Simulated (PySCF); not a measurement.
Match each property card to its molecule.

Structures:
1. `C1CCCC[N+]1(C)CC`
2. `S=C1CCCC1`
3. `[SiH3]CCC1=C[SiH2]C1`

Card P (geometry GFN2-xTB):
- Rotational constants A, B, C: 6.573, 0.629, 0.613 GHz
- Static isotropic polarisability (B3LYP/def2-SVPD): 114.5 au
- Lowest singlet excitation (TDDFT B3LYP/def2-SVPD): 6.09 eV (204 nm, f = 0.010)
- 13C chemical shifts (computed TMS as zero) by class (GIAO PBE0/pcSseg-1): 180.6 (1 C), 131.4 (1 C), 38.5 (1 C), 19.0 (1 C), 11.7 (1 C) ppm
- Strongest line among the 8 lowest singlet transitions (TDDFT B3LYP/def2-SVPD): S2 at 6.33 eV (196 nm, f = 0.173)
- Dipole moment (B3LYP/def2-SVPD): 0.22 D

Card Q (geometry GFN2-xTB):
- Rotational constants A, B, C: 2.898, 1.172, 1.056 GHz
- HOMO energy (PBE0/pcSseg-1): -13.39 eV
- 13C chemical shifts (computed TMS as zero) by class (GIAO PBE0/pcSseg-1): 68.4 (1 C), 63.4 (2 C), 43.0 (1 C), 25.2 (1 C), 24.1 (2 C), 9.4 (1 C) ppm
- Isotropic shieldings of nuclei other than C and H, by class (GIAO PBE0/pcSseg-1): 193 (1 N) ppm
- Point group: C1

Card R (geometry GFN2-xTB):
- Rotational constants A, B, C: 6.776, 2.001, 1.629 GHz
- Static isotropic polarisability (B3LYP/def2-SVPD): 79.5 au
- Lowest singlet excitation (TDDFT B3LYP/def2-SVPD): 2.44 eV (508 nm, f = 0.000)
- Isotropic shieldings of nuclei other than C and H, by class (GIAO PBE0/pcSseg-1): -415 (1 S) ppm
- HOMO energy (B3LYP/def2-SVPD): -5.97 eV
- Point group: C2
- 13C chemical shifts (computed TMS as zero) by class (GIAO PBE0/pcSseg-1): 287.1 (1 C), 55.8 (2 C), 30.7 (2 C) ppm

Each SMILES stands for a single optimised conformer of the isolated species, non-relativistic unless stated; the electronic structure was computed with PySCF and density fitting. NMR classes are plain means over equivalent atoms (diastereotopic ones count apart unless rotation or inversion swaps them), as if these changed places fast.

Which card belongs to which structure?

P = 3, Q = 1, R = 2. What ties each card to its structure:
- 1 (card Q), [C8H18N]+, monoisotopic mass 128.1 u, 9 heavy atoms: 8 C in 6 classes; a HOMO at -13.39 eV for the only species of charge +1; the least shielded carbon (68.4 ppm) is an sp3 carbon bound to nitrogen; an asymmetric top with C = 1.056 GHz.
- 2 (card R), C5H8S, monoisotopic mass 100.0 u, 6 heavy atoms: 5 C in 3 classes; point group C2; the least shielded carbon (287.1 ppm) is a thiocarbonyl carbon; an asymmetric top with C = 1.629 GHz, the highest such constant on the cards; polarisability 79.5 au for 54 electrons.
- 3 (card P), C5H12Si2, monoisotopic mass 128.0 u, 7 heavy atoms: 5 C in 5 classes; the least shielded carbon (180.6 ppm) is a fully substituted alkene carbon; an asymmetric top with C = 0.613 GHz, the lowest such constant on the cards; polarisability 114.5 au for 70 electrons; dipole 0.22 D.
